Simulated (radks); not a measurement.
Charge is removed step by step from the 2p level of the terbium ion Tb3+, starting from [Xe] 4f8. Calculated with a radial shooting solver on a logarithmic mesh with Libxc functionals: scalar-relativistic Kohn-Sham, SCAN, spin-unpolarised, spherical densities, finite nucleus; meta-GGA in the generalised Kohn-Sham scheme; Fermi nuclear charge, rms radius 5.06 fm.

| removed (e) | E - E(0) (eV) | eigenvalue (eV) | E minus straight line (eV) |
|---|---|---|---|
| 0 | 0.000 | -7697.3 | 0.000 |
| 0.1 | 769.56 | -7716.9 | -8.899 |
| 0.2 | 1541.1 | -7736.6 | -15.830 |
| 0.3 | 2314.6 | -7756.3 | -20.790 |
| 0.4 | 3090.1 | -7776.1 | -23.774 |
| 0.5 | 3867.5 | -7795.8 | -24.780 |
| 0.6 | 4646.9 | -7815.7 | -23.804 |
| 0.7 | 5428.3 | -7835.5 | -20.845 |
| 0.8 | 6211.8 | -7855.4 | -15.881 |
| 0.9 | 6997.2 | -7875.3 | -8.936 |
| 1 | 7784.6 | -7895.2 | 0.000 |

Removing the whole electron costs 7784.6 eV by Delta-SCF, against 7697.3 eV from minus the eigenvalue at the starting occupation. Slater's transition state (half an electron removed) gives 7795.8 eV. Integrating minus the eigenvalue over the occupation (Janak's theorem) gives 7796.0 eV. In this scalar-relativistic scheme the density is built from large components alone, so the theorem holds only approximately. The mean slope of the eigenvalue, de/dn, is 198 eV per electron.
